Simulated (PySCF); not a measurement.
MgO, SMILES [O]=[Mg]. Atoms are numbered in the order given.

```xyz
2

Mg     0.0000     0.0000    -0.6952
O      0.0000     0.0000     1.0428
```

Coordinates come from a r2SCAN-D4/def2-TZVPD optimisation.

Two levels are set side by side: PBE/pcSseg-2 (PySCF) and KT2/pcSseg-2 (PySCF). GIAO shifts against H2O (¹⁷O) at the same level; non-relativistic, no solvent, atoms listed together averaged. Differences are taken from unrounded values.

```json
[
 {"quantity": "δ(¹⁷O) of O2 (ppm)", "PBE": "1955.6"}
]
```

Question: These are the PBE values. What does KT2 give? (An estimate is asked for; the answer gives what the named calculation found.)

Answer: 
```
quantity               KT2  PBE minus KT2
------------------  ------  -------------
δ(¹⁷O) of O2 (ppm)  1636.1          319.5
```

Rough cost on one machine, each run with all the roots and properties that it gave: KT2 against PBE within a factor of 2.
